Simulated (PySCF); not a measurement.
H₃P₂, SMILES [PH]P, multiplicity 2.

Coordinates come from a r2SCAN-D4/def2-TZVP optimisation. The isomer is the one that the SMILES or the coordinates give; other isomers of the formula were not compared.

Two levels are set side by side: PBE/def2-TZVPD (PySCF) and CAM-B3LYP/def2-TZVPD (PySCF). Same geometry, gas phase. Differences are taken from unrounded values.

```csv
quantity,CAM-B3LYP,PBE,PBE minus CAM-B3LYP
α-spin orbital gap (eV),8.23,4.23,-4.00
β-spin orbital gap (eV),6.70,2.49,-4.20
dipole moment (D),0.82,0.87,0.06
mean polarisability (bohr³),57.5,59.5,1.9
```

PBE's more diffuse valence density responds more strongly to a field. Differences between two approximate levels are no errors against the true value.

Rough cost on one machine, each run with all the roots and properties that it gave: CAM-B3LYP against PBE within a factor of 2.
